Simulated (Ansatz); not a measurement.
Gas-phase electronic energies from Ansatz, PBE0-D4/def2-TZVP geometries. CBS: MP2 limit from def2 TZ/QZ plus the TZ coupled-cluster correction, frozen cores. Functionals use def2-TZVPP. B3LYP here is the variant with VWN-RPA as its local correlation; programs differ in this. HSE06 is defined as in plane-wave codes. No spin–orbit coupling; open shells (•) take unrestricted orbitals. For Ge outer-core shells are correlated without core-valence functions, which leaves a few kJ/mol of doubt a bond. Scalar relativity is left out up to krypton. One conformer a species, not always the lowest.

`OC[O][GeH3]` → `[CH2]O`• + `[O][GeH3]`•  (homolysis of the C–O bond)

| level | ΔE (kcal/mol) | difference from CCSD(T)/CBS |
| --- | --- | --- |
| PBE-D4 | 97.3 | -4.9 |
| revPBE-D4 | 93.8 | -8.4 |
| PBE0-D4 | 96.6 | -5.6 |
| B3LYP-D4 | 93.7 | -8.5 |
| HSE06-D4 | 96.7 | -5.5 |
| ωB97M-V | 99.5 | -2.7 |
| BLYP | 88.5 | -13.7 |
| PBE0 | 95.1 | -7.1 |
| r2SCANh | 92.1 | -10.1 |
| BHLYP | 88.8 | -13.4 |
| CAM-B3LYP | 94.8 | -7.4 |
| LC-ωPBE | 95.8 | -6.4 |
| MP2/def2-SVP | 106.7 | 4.5 |
| CCSD(T)/def2-SVP | 98.6 | -3.6 |
| CCSD/def2-TZVPP | 96.5 | -5.7 |
| MP2/def2-QZVPP | 110.4 | 8.2 |
| CCSD(T)/CBS | 102.2 | 0 |

Largest T1 diagnostic among the species: 0.016.

Leaving LDA and LC-ωPBE aside and taking each functional with its dispersion term where it has one, the values, not all of them listed here, spread over 9.4 kcal/mol, from BHLYP-D4 to PBE-QIDH. LDA lies +21.2 kcal/mol from PBE without D4, its usual overbinding. The D4 term adds +2.7 kcal/mol with B3LYP and +1.5 kcal/mol with PBE0; it sums over pairs of atoms, weighted by their polarisabilities, and B3LYP, whose exchange is more repulsive, gets the larger term. At CCSD(T), def2-SVP lies −3.6 kcal/mol from the extrapolated value and def2-TZVPP −2.6 kcal/mol: correlation converges slowly with the basis, and small sets miss more of it in the bonded molecule than in its fragments.

CCSD(T)/CBS has its own doubt, a few kJ/mol and more with outer-core shells, so smaller differences from it don't rank the levels.
